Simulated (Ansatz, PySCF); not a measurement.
Process, species as SMILES: [H][S@OH27]([H])([H])([H])([H])[H] (H6S) → [H][S@OH20]([H])([H])([H])[H] (H5S) + H atom (the H-S bond at the site shown breaks; other sites are not compared here)
Each molecule is optimised on its own at B3LYP-D3(BJ)/def2-TZVP (Ansatz, a program for electronic structure).

Quantity: bond dissociation energy (enthalpy at 298 K, with B3LYP-D3(BJ) rigid-rotor harmonic-oscillator terms from PySCF), in kcal/mol. Cores are frozen in the correlated levels unless marked. UHF or UKS for open shells. Spin-orbit coupling is left out. Non-relativistic unless marked X2C. CBS(X,Y): correlation extrapolated as X^-3; Hartree-Fock from the larger set. The bracket is a focal-point correction in the basis named.

| level | program | bond dissociation energy (kcal/mol) | minus last row |
|---|---|---|---|
| HF-D3(BJ)/def2-TZVPD | PySCF + dftd3 | 41.6 | -13.3 |
| SVWN5/def2-TZVPD | Ansatz | 54.1 | -0.8 |
| BLYP-D3(BJ)/def2-TZVPD | Ansatz + dftd3 | 46.8 | -8.1 |
| TPSS-D3(BJ)/def2-TZVPD | PySCF + dftd3 | 52.6 | -2.3 |
| r2SCAN-D4/def2-TZVPD | Ansatz + dftd4 | 49.1 | -5.8 |
| PBE0-D4/def2-TZVPD | Ansatz + dftd4 | 49.6 | -5.3 |
| PW6B95-D3(BJ)/def2-TZVPD | PySCF + dftd3 | 51.0 | -3.9 |
| PW6B95-D4/def2-TZVPD | PySCF + dftd4 | 51.2 | -3.7 |
| M06-2X/def2-TZVPD | PySCF | 51.9 | -3.0 |
| CAM-B3LYP-D4/def2-TZVPD | Ansatz + dftd4 | 50.9 | -4.0 |
| SCS-MP2/cc-pV(D+d)Z | Ansatz | 52.6 | -2.3 |
| SCS-MP2/def2-SVPD | Ansatz | 46.8 | -8.1 |
| SCS-MP2/def2-TZVPPD | Ansatz | 56.1 | 1.2 |
| SCS-MP2/def2-QZVPP | Ansatz | 57.4 | 2.5 |
| CCSD/def2-SVPD | Ansatz | 45.8 | -9.1 |
| CCSD/cc-pV(T+d)Z | Ansatz | 54.6 | -0.3 |
| CCSD/def2-TZVPPD | Ansatz | 54.0 | -0.9 |
| CCSD/CBS(def2-TZVPP,def2-QZVPP) | Ansatz | 55.2 | 0.3 |
| X2C-CCSD(T)/cc-pVTZ-DK | Ansatz | 49.7 | -5.2 |
| RI-MP2/CBS(cc-pV(T+d)Z,cc-pV(Q+d)Z)+[CCSD(T)-MP2]/cc-pV(Q+d)Z | Ansatz | 55.1 | 0.2 |
| CCSD(T)/CBS(cc-pV(T+d)Z,cc-pV(Q+d)Z) | Ansatz | 54.9 | 0.0 |
